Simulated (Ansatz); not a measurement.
Cost and result for the atomization energy of CH₄ClNOSi (`N[Si]1(Cl)CO1`) (9 atoms, 9 bonds).

Cartesian coordinates in Å:
```
N 0.1675 0.9560 -1.3554
Si 0.0132 -0.3365 -0.2959
Cl 0.6446 -1.9965 -1.2869
C -0.0480 -0.3251 1.4942
O -1.3089 -0.4264 0.6558
H -0.2044 1.8691 -1.1597
H 0.6556 0.8886 -2.2304
H -0.0333 0.5891 2.0844
H 0.1136 -1.2184 2.0938
```

Charge 0, multiplicity 1. The geometry is a stationary point of PBE0-D4/def2-TZVP. It is one conformer, not always the lowest. Program: Ansatz. All runs use 4 threads of an Arm Neoverse V2 on a shared host. Times are those of one run each, without the atoms' runs, and a repeat can differ threefold. Electronic energies, without spin–orbit coupling; frozen cores. CCSD(T)/CBS adds CCSD(T) − MP2 in def2-TZVPP to the MP2 limit, and its time is that of the two runs behind it. T1 = 0.011. B3LYP takes the VWN-RPA correlation (the form of Gaussian; ORCA's B3LYP/G).

CCSD(T)/CBS is a level of theory with its own doubt, some kJ/mol a heavy atom from the limit and from the frozen cores, so smaller differences don't rank the functionals.

```csv
level,functions,wall time
PBE-D4/def2-TZVPP (with forces),233,1.8 s
PBE0-D4/def2-TZVPP,233,2.1 s
B3LYP-D4/def2-TZVPP (with forces),233,3.2 s
r2SCAN-D4/def2-TZVPP (with forces),233,3.5 s
B2PLYP/def2-TZVPP,233,3.6 s
ωB97X-V/def2-TZVPP,233,5.5 s
ωB97M-V/def2-TZVPP (with forces),233,8 s
MP2/def2-QZVPP,431,12 s
CCSD(T)/def2-TZVPP,233,75 s
CCSD(T)/CBS(def2),–,87 s
```

Question: What atomization energy does each give, and how far from CCSD(T)/CBS? (Estimate.)

Answer: Ansatz gave: 
```json
{"level": "PBE-D4/def2-TZVPP (with forces)", "atomization (kcal/mol)": "825.2", "difference from CCSD(T)/CBS": "19.0", "per bond": "2.1"}
{"level": "PBE0-D4/def2-TZVPP", "atomization (kcal/mol)": "805.0", "difference from CCSD(T)/CBS": "-1.2", "per bond": "-0.1"}
{"level": "B3LYP-D4/def2-TZVPP (with forces)", "atomization (kcal/mol)": "802.0", "difference from CCSD(T)/CBS": "-4.2", "per bond": "-0.5"}
{"level": "r2SCAN-D4/def2-TZVPP (with forces)", "atomization (kcal/mol)": "807.4", "difference from CCSD(T)/CBS": "1.2", "per bond": "0.1"}
{"level": "B2PLYP/def2-TZVPP", "atomization (kcal/mol)": "794.5", "difference from CCSD(T)/CBS": "-11.7", "per bond": "-1.3"}
{"level": "ωB97X-V/def2-TZVPP", "atomization (kcal/mol)": "809.6", "difference from CCSD(T)/CBS": "3.4", "per bond": "0.4"}
{"level": "ωB97M-V/def2-TZVPP (with forces)", "atomization (kcal/mol)": "810.3", "difference from CCSD(T)/CBS": "4.1", "per bond": "0.4"}
{"level": "MP2/def2-QZVPP", "atomization (kcal/mol)": "817.8", "difference from CCSD(T)/CBS": "11.6", "per bond": "1.3"}
{"level": "CCSD(T)/def2-TZVPP", "atomization (kcal/mol)": "778.1", "difference from CCSD(T)/CBS": "-28.1", "per bond": "-3.1"}
{"level": "CCSD(T)/CBS(def2)", "atomization (kcal/mol)": "806.2", "difference from CCSD(T)/CBS": "0.0", "per bond": "0.0"}
```

The D4 term adds +8.3 kcal/mol with B3LYP and +4.3 kcal/mol with PBE0; it sums over pairs of atoms, weighted by their polarisabilities, and B3LYP, whose exchange is more repulsive, gets the larger term. From PBE to PBE0 (25 % exact exchange), in def2-TZVPP and without D4, the atomization energy moves by −19.4 kcal/mol: exact exchange takes away binding that semilocal exchange gives to molecules. In def2-TZVPP, CCSD(T) changes the Hartree–Fock value by +227.1 kcal/mol (the triples alone add +15.5 kcal/mol) and MP2 by +249.9 kcal/mol; breaking electron pairs costs correlation energy, which Hartree–Fock lacks.
